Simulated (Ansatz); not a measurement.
`CO[SiH2]S` → H₂S + `CO[SiH]` at 700 K and 1 bar (silylene formation by 1,1-elimination).

Gas-phase electronic energies from Ansatz, PBE0-D4/def2-TZVP geometries. CCSD(T)/CBS adds triple-zeta CCSD(T) − MP2 to the extrapolated MP2 energy (def2 sets, frozen cores). This one scheme is used for every species. One conformer a species, not always the lowest.

```json
{"species": "`CO[SiH2]S`", "CCSD(T)/CBS energy (Eh)": "-803.74459", "H − E (kJ/mol)": "254.8", "S (J/(mol·K))": "454.3"}
{"species": "H₂S", "CCSD(T)/CBS energy (Eh)": "-398.97279", "H − E (kJ/mol)": "64.8", "S (J/(mol·K))": "236.9"}
{"species": "`CO[SiH]`", "CCSD(T)/CBS energy (Eh)": "-404.67988", "H − E (kJ/mol)": "177.5", "S (J/(mol·K))": "349.5"}
```

H − E and S are ideal-gas, rigid-rotor, harmonic terms from PBE0-D4/def2-TZVP, for one conformer and one mirror image of each species. 1 Eh = 2625.50 kJ/mol, R = 8.31446 J/(mol·K).

Q: By hand: ΔE, ΔH, ΔS and ΔG.

A: ΔE = (-398.97279) + (-404.67988) − (-803.74459) = 0.09192 Eh = 241.3 kJ/mol. Δ(H − E) = 64.8 + 177.5 − 254.8 = -12.5, so ΔH = 228.8 kJ/mol. ΔS = 236.9 + 349.5 − 454.3 = 132.1 J/(mol·K). ΔG = 228.8 − 700 × (132.1)/1000 = 136.3 kJ/mol.

Q: By hand: the equilibrium constant, and the temperature at which ΔG would vanish if ΔH and ΔS stayed fixed.

A: log₁₀ K = −ΔG/(RT ln 10) = -10.2. ΔG = 0 at ΔH/ΔS = 1732 K.

The number of gas molecules changes by +1, which sets the sign of ΔS. A doubt of 5 kJ/mol in ΔE shifts log₁₀ K by 0.4 here. Other conformers and mirror images would add mixing entropy, several J/(mol·K) or more a flexible species. Modes under 60 cm⁻¹, often nearly free rotors, make the harmonic entropy too high. These are equilibria of isolated gas molecules and say nothing of rates. Largest T1 diagnostic: 0.015 (customary marks: 0.02 for closed shells, 0.045 for open ones).
